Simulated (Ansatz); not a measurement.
Reaction (formal exchange of groups at the Si–Cl bond): `Cl[SiH]1CB[SiH2]1` + `CCCO` → `B1C[SiH2][SiH2]1` + `CCC(O)Cl`

Program: Ansatz. Geometries: PBE0-D4/def2-TZVP. ΔE: electronic, gas phase. CCSD(T)/CBS adds triple-zeta CCSD(T) − MP2 to the extrapolated MP2 energy (def2 sets, frozen cores). Functionals use def2-TZVPP. B3LYP here is the variant with VWN-RPA as its local correlation; programs differ in this. One conformer a species, not always the lowest.

`Cl[SiH]1CB[SiH2]1`:

```xyz
11

Cl   -0.435   -2.494   -1.109
Si   -0.864   -0.785   -0.041
C    -0.420    0.838   -0.968
B     1.021    0.595   -0.479
Si    0.824   -0.045    1.412
H    -2.303   -0.831    0.314
H    -0.652    0.978   -2.021
H    -1.032    1.499   -0.336
H     1.907    0.295   -1.222
H     0.186    0.911    2.358
H     1.768   -0.961    2.093
```

`CCCO`:

Z-matrix (Å, degrees):
```
C
C 1 1.519
H 1 1.094 2 111.3
H 1 1.092 2 111.4 3 120.2
H 1 1.093 2 111.1 3 -119.8
C 2 1.516 1 112.3 3 59.4
H 2 1.097 1 109.7 3 -61.9
H 2 1.094 1 110.5 3 -179.1
O 6 1.412 2 113.3 1 177.5
H 6 1.101 2 109.8 1 -57.8
H 6 1.094 2 109.9 1 59.5
H 9 0.961 6 108.2 2 59.3
```

`B1C[SiH2][SiH2]1`:

Z-matrix (Å, degrees):
```
Si
C 1 1.942
B 1 2.220 2 42.7
Si 1 2.406 2 85.1 3 29.9
H 1 1.482 2 108.1 3 136.7
H 1 1.480 2 116.6 3 -95.8
H 2 1.091 1 103.1 3 -118.6
H 2 1.087 1 118.1 3 117.2
H 3 1.203 1 107.8 2 -112.6
H 4 1.486 1 103.9 2 95.9
H 4 1.481 1 122.4 2 -135.9
```

`CCC(O)Cl`:

Cartesian coordinates in Å:
```
C -1.499 0.430 0.183
C -0.279 -0.435 0.432
C 0.925 -0.047 -0.386
O 1.932 -0.956 -0.155
Cl 1.478 1.638 0.055
H -2.349 0.066 0.762
H -1.313 1.467 0.468
H -1.787 0.417 -0.872
H -0.492 -1.478 0.176
H 0.010 -0.418 1.486
H 0.681 0.046 -1.449
H 2.693 -0.728 -0.699
```

**Question.** Is it downhill or uphill in electronic energy at CCSD(T)/CBS, and by how much? (Best estimate.)

**Answer.** Computed: Uphill: ΔE = +29.2 kcal/mol.

**Question.** What do these levels give: B2PLYP, PBE0, B3LYP, HF/def2-TZVPP, MP2/def2-TZVPP, SCS-MP2/def2-TZVPP, CCSD/def2-TZVPP, HF/def2-QZVPP, MP2/def2-QZVPP, SCS-MP2/def2-QZVPP, MP2/CBS(def2), CCSD/CBS(def2)? (Estimate.)

**Answer.** The calculation gave: B2PLYP 29.1, PBE0 27.9, B3LYP 28.9, HF/def2-TZVPP 34.9, MP2/def2-TZVPP 29.1, SCS-MP2/def2-TZVPP 29.8, CCSD/def2-TZVPP 30.1, HF/def2-QZVPP 35.1, MP2/def2-QZVPP 29.5, SCS-MP2/def2-QZVPP 30.3, MP2/CBS(def2) 29.7, CCSD/CBS(def2) 30.7 kcal/mol.

Largest T1 diagnostic among the species: 0.015.

From PBE to PBE0 (25 % exact exchange), in def2-TZVPP and without D4, ΔE moves by +2.2 kcal/mol. In def2-TZVPP, CCSD(T) changes the Hartree–Fock value by −6.3 kcal/mol (the triples alone add −1.5 kcal/mol) and MP2 by −5.8 kcal/mol.
